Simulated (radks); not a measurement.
Initial-state core-level shifts of the gold ion Au+ when its valence configuration changes from [Xe] 4f14 5d10. Method: scalar-relativistic Kohn-Sham, PBE, spin-unpolarised, spherical densities, finite nucleus; Fermi nuclear charge, rms radius 5.4371 fm; computed with a radial shooting solver on a logarithmic mesh with Libxc functionals. Shifts are changes of the shell-averaged eigenvalues in eV (positive: less bound); the change of the density at the nucleus, which sets a Mossbauer isomer shift, is in e/bohr^3, on a base of 2.302e+06.

4f13 5d10 6p1: 2p -18.658; 3p -20.749; 3d -20.602; 4d -17.321; density at nucleus +152.5
4f14 5d8 6s2: 2p -7.172; 3p -7.084; 3d -7.114; 4d -7.032; density at nucleus +381.1
4f13 5d10 6s1: 2p -16.843; 3p -18.918; 3d -18.774; 4d -15.484; density at nucleus +323.0
4f13.5 5d10 6s0.5: 2p -8.267; 3p -9.292; 3d -9.220; 4d -7.627; density at nucleus +156.0
4f14 5d8 6p2: 2p -10.618; 3p -10.558; 3d -10.582; 4d -10.511; density at nucleus +21.7
4f13 5d9 6p2: 2p -24.265; 3p -26.315; 3d -26.182; 4d -22.845; density at nucleus +165.6
4f14 5d9 6s1: 2p -3.445; 3p -3.410; 3d -3.423; 4d -3.390; density at nucleus +175.8
4f14 5d9 6p1: 2p -5.219; 3p -5.200; 3d -5.209; 4d -5.185; density at nucleus +9.2
4f13 5d9 6s1 6p1: 2p -22.566; 3p -24.599; 3d -24.470; 4d -21.126; density at nucleus +357.6
